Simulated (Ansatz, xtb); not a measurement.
**C2H8OSi3: which of two isomers lies lower**

We compare X, `C#C[Si@@H](O)[SiH2][SiH3]`, a singlet, with Y, `C#C[SiH2][Si@@H](O)[SiH3]`, a singlet. Both are isolated molecules in the gas phase, relaxed with PBE0-D3(BJ)/def2-SVP, each in the lowest conformer that the search found.

X (Å):

```yaml
atoms:
  - { symbol: C, position_ang: [-0.4525, 1.4259, -2.2443] }
  - { symbol: C, position_ang: [0.4059, 1.4093, -1.3800] }
  - { symbol: O, position_ang: [2.4898, 2.7703, 0.1273] }
  - { symbol: Si, position_ang: [1.6133, 1.3577, 0.0077] }
  - { symbol: Si, position_ang: [0.3208, 0.8781, 1.9084] }
  - { symbol: Si, position_ang: [-1.0862, -0.9357, 1.4241] }
  - { symbol: H, position_ang: [-1.2018, 1.4392, -3.0164] }
  - { symbol: H, position_ang: [2.6092, 0.2876, -0.2618] }
  - { symbol: H, position_ang: [1.9907, 3.5660, 0.3349] }
  - { symbol: H, position_ang: [1.1919, 0.5692, 3.0868] }
  - { symbol: H, position_ang: [-0.5150, 2.0766, 2.2457] }
  - { symbol: H, position_ang: [-0.2722, -2.0789, 0.9070] }
  - { symbol: H, position_ang: [-2.0751, -0.5337, 0.3790] }
  - { symbol: H, position_ang: [-1.8222, -1.3857, 2.6456] }
```

Y (Å):

```xyz
14

C     0.8365    3.9842    1.5917
C     1.2624    2.9336    1.1438
O    -1.5129    1.2199    0.6920
Si    1.7219    1.2754    0.4859
Si   -0.2859    0.0866    0.8258
Si   -0.6405   -1.5794   -0.7776
H     0.4908    4.9241    1.9854
H     2.0856    1.4175   -0.9560
H     2.8960    0.7410    1.2380
H    -0.2248   -0.5275    2.1937
H    -1.2603    2.1020    0.9941
H     0.4591   -2.5889   -0.6607
H    -0.5978   -0.9819   -2.1473
H    -1.9520   -2.2684   -0.5805
```

Task: Estimate E(Y) − E(X) at the level CCSD(T)/def2-SVP + ΔMP2/def2-TZVPP.

Result: Calculated at CCSD(T)/def2-SVP + ΔMP2/def2-TZVPP: E(Y) − E(X) = +3.8 kcal/mol, so structure X lies lower.

Level by level:

```csv
level,geometry,E(Y) − E(X) (kcal/mol),departure from the last row (kcal/mol),"job, with rough time for the two"
PBE0-D3(BJ)/def2-SVP,PBE0-D3(BJ)/def2-SVP,+3.8,0.0,"optimisation, 2 min"
HF/def2-SVP,PBE0-D3(BJ)/def2-SVP,+4.3,+0.5,part of the CCSD(T) run
MP2/def2-SVP,PBE0-D3(BJ)/def2-SVP,+4.5,+0.7,part of the CCSD(T) run
CCSD(T)/def2-SVP,PBE0-D3(BJ)/def2-SVP,+4.2,+0.4,single point
CCSD(T)/def2-SVP + ΔMP2/def2-TZVPP,PBE0-D3(BJ)/def2-SVP,+3.8,,"single point, 49 s"
```

As drawn, both hold the same kinds of bond in the same numbers.

The levels shown agree on the order. The largest departure from CCSD(T)/def2-SVP + ΔMP2/def2-TZVPP is that of MP2/def2-SVP, 0.7 kcal/mol. Levels run at GFN2-xTB geometries aren't shown. The last row adds to CCSD(T) the change of the MP2 difference between the two basis sets, here −0.4 kcal/mol.

With thermal terms from frequencies at re-optimised GFN2-xTB minima (ideal gas, soft modes damped towards free rotors, one conformer each, 298.15 K, 1 atm): on the last row, ΔE + ΔZPE = +3.7, ΔH = +3.7, ΔG = +3.9 kcal/mol.

The correlated steps freeze 18 core orbitals. Codes used: Ansatz 0.2.0, xtb 6.7.1; the last row on 2 threads of Intel(R) Xeon(R) 6975P-C (Granite Rapids) on a shared host.
